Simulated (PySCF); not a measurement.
# Niobium: a sound run and one with changed settings

Sound run: Nb [Kr] 4d4 5s1, Nb⁺ [Kr] 4d4. Calculation: PySCF 2.14, in cc-pVDZ-PP with ECP28MDF (4s4p3d1f, 38 functions); scalar relativity through the core potential. In the sound run the correlated levels freeze 4s2 4p6 outside the core potential. The sound run starts from symmetry-adapted Hartree-Fock orbitals and uses a fine grid where one is needed.

Changed run: initial guess minao, at most 50 SCF cycles.

| species | method | sound run (hartree) | changed run (hartree) | converged |
| --- | --- | --- | --- | --- |
| Nb | UHF | -56.14738 | -56.14738 | yes |
| Nb | PBE0 | -56.63495 | -56.63548 | yes |
| Nb | TPSS | -56.62702 | -56.62772 | yes |
| Nb | MP2 | -56.18637 | -56.18638 | yes |
| Nb⁺ | UHF | -55.92694 | -55.92208 | yes |
| Nb⁺ | PBE0 | -56.38034 | -56.38034 | yes |
| Nb⁺ | TPSS | -56.37133 | -56.37156 | yes |

Ionisation energy of Nb:

```
method  sound run (eV)  changed run (eV)
  PBE0           6.928             6.943
```

The plain start fixes occupations by D2h representation alone, and Nb⁺ at UHF landed in another state (other ⟨L²⟩ or ⟨S²⟩). 

For comparison, NIST gives 6.759 eV between the lowest levels.
